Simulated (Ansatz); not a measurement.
Species: CF, net charge 1, singlet state. SMILES of the parent species: F[C]

Atoms: C1, F2. Bonds: C1-F2.

Bond lengths (Å) and angles (degrees) optimised at HF/3-21G with Ansatz (a quantum-chemistry and plane-wave program); HF/6-31G* with Ansatz; B3LYP/LANL2DZ with Ansatz; B3LYP/6-31G* with Ansatz, each started from the B3LYP-D3(BJ)/def2-TZVP structure (Ansatz) of the last column. A row stands for all coordinates that are equal there. 6-31G* holds six Cartesian d functions.

```json
[
 {"coordinate": "C1-F2", "HF/3-21G": "1.190", "HF/6-31G*": "1.144", "B3LYP/LANL2DZ": "1.225", "B3LYP/6-31G*": "1.169", "B3LYP-D3(BJ)/def2-TZVP": "1.156"}
]
```

Mean signed difference of all 1 bond lengths from B3LYP-D3(BJ)/def2-TZVP: HF/3-21G 0.034 Å, HF/6-31G* -0.012 Å, B3LYP/LANL2DZ 0.069 Å, B3LYP/6-31G* 0.013 Å.
